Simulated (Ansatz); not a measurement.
Mulliken charges of CH$_{2}$O$_{2}$Zn, SMILES `C1[O][Zn][O]1` from PBE/def2-TZVPP in Ansatz (PBE0-D4/def2-TZVP geometry).

```csv
atom,x (Å),y (Å),z (Å),charge (e)
C1,-0.177,0.394,-0.050,0.183
O2,0.125,-0.200,1.203,-0.436
Zn3,0.738,-1.644,0.209,0.530
O4,0.177,-0.472,-1.117,-0.436
H5,0.395,1.329,-0.147,0.079
H6,-1.258,0.593,-0.097,0.079
```

Task: By hand: the dipole of these point charges (1 e Å = 4.8032 D).

Result: Σ q r = (0.159, -0.354, 0.045) e Å, of length 0.391 e Å = 1.88 D.

Task: How does the dipole of the full density compare? (Estimate.)

Result: The calculation gave: (0.327, -0.728, 0.092) e Å, 3.86 D; the point charges give 0.49 times that, at 0° from its direction.

Point charges leave out the atoms' own dipoles, such as those of lone pairs, and Mulliken's split depends on the basis, so the two needn't agree.
